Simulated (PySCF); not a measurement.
C7H11FSSi, SMILES C[Si](C)(C)c1ccc(F)s1, singlet at its GFN2-xTB optimised geometry (Å):

```
21

C     -0.7724    -3.0034     1.5627
Si    -0.0887    -2.1586     0.0000
C      1.8177    -2.1586     0.0000
C     -0.7520    -2.9939    -1.5793
C     -0.6782    -0.3627     0.0000
C     -1.3966     0.3160     0.9372
C     -1.6647     1.6633     0.6099
C     -1.1315     1.9827    -0.5947
F     -1.1985     3.1697    -1.2046
S     -0.3022     0.6701    -1.3478
H     -0.4755    -4.0465     1.5944
H     -0.4012    -2.5305     2.4662
H     -1.8568    -2.9707     1.5919
H      2.2118    -3.1697    -0.0312
H      2.2154    -1.6778     0.8889
H      2.2069    -1.6264    -0.8629
H     -1.8379    -3.0038    -1.5984
H     -0.4135    -2.4684    -2.4673
H     -0.4124    -4.0223    -1.6552
H     -1.7307    -0.1413     1.8505
H     -2.2154     2.3523     1.2230
```

Calculation: B3LYP/def2-SVP (PySCF). Cells within 0.4 Å of a nucleus heavier than hydrogen are left out (blank, or x).

Map of the Laplacian of the electron density (e/bohr⁵), clipped to [-1.50, 1.50] on the plane z = 0.0 Å:

```
|5555555555555555555555555|
|5555555555555555555555555|
|5555555555555555555555555|
|5555555555555555555555555|
|5555555555555555555555555|
|5555555555555555555555555|
|5555555555555555555555555|
|5555555554555555555555555|
|5555555542455555555555555|
|5555555555555555555555555|
|5555555555555555555555555|
|5555555555555555555555555|
|5555555555565555555555555|
|5555555555xx5555555555555|
|5555555555424555555555555|
|5555555555445555555555555|
|555555555559x943x45555555|
|55555555555xx942x45555555|
|5555555555579555235555555|
|5555555555555555405555555|
|5555555555555555555555555|
|5555555555555555555555555|
|5555555555555555555555555|
|5555555555555555555555555|
|5555555555555555555555555|
```
Scale: ten equal steps from -1.50 (start of '0') to 1.50 (end of '9'), in the order '0123456789'; x runs from -5.50 to 5.50, y from -5.50 (bottom) to 5.50 (top).
